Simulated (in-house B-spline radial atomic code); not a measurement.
## RPA and G0W0 on CAM-B3LYP: the rubidium ion Rb⁺

Configuration [Ar] 3d10 4s2 4p6, mean-field start CAM-B3LYP. Computed with a B-spline radial code for spherical atoms: all electrons, non-relativistic, point nucleus, each spin shell either full or empty, empty states to l = 9 with an (l + 1/2)⁻⁴ tail; G0W0 by contour deformation at full frequency.

Without relativity these are model numbers: it shifts the levels of so heavy an element strongly and can reorder them.

Command:
```bash
python run_gw.py task.json out
```
Settings (radii: box in bohr, nucleus in fm):
```
Z                        37
electrons                36
configuration            [Ar] 3d10 4s2 4p6
hamiltonian              nr
method                   camb3lyp
lmax                     9
spin_polarised           False
box_radius               23.78
intervals                54
```

Time taken, with all properties: 1.2 s on 1 thread of AMD EPYC 9R45 96-Core Processor, on a shared host.

Energies (hartree):

```
                                     term        value
                         mean-field total  -2940.13265
Hartree-Fock functional on these orbitals  -2938.20037
                      direct second order      -2.9028
                    second-order exchange      0.83203
                         SOSEX correction      0.77214
```

Q: What is the RPA correlation energy, and what remains with SOSEX?

A: RPA gives -2.5516 hartree (-1.93 eV per electron); RPA + SOSEX gives -1.7795, and the second-order doubles -2.0708 hartree (no singles). RPA lacks exchange-type terms and so overcorrelates at short range.

Quasi-particle levels (eV):

```
level  occupied  mean field  Σx - vxc     Σc  QP weight    G0W0
   4p       yes     -24.838     -2.53      ?          ?       ?
   5s        no      -4.880      1.34  -0.54      0.987  -4.084
```

G0W0 = mean field + (Σx - vxc) + Σc, with Σc (partial-wave tail included) taken at the quasi-particle energy. Only the outer levels were computed. Levels of low weight are left out.

Q: Where does G0W0 put 4p?

A: At -27.762 eV, with Σc = -0.40 eV and a quasi-particle weight of 0.936. The tabulated removal energy is 27.290 eV (NIST, measured); the calculation leaves out relativity, Breit and QED terms, and what these don't explain is the method's own error.
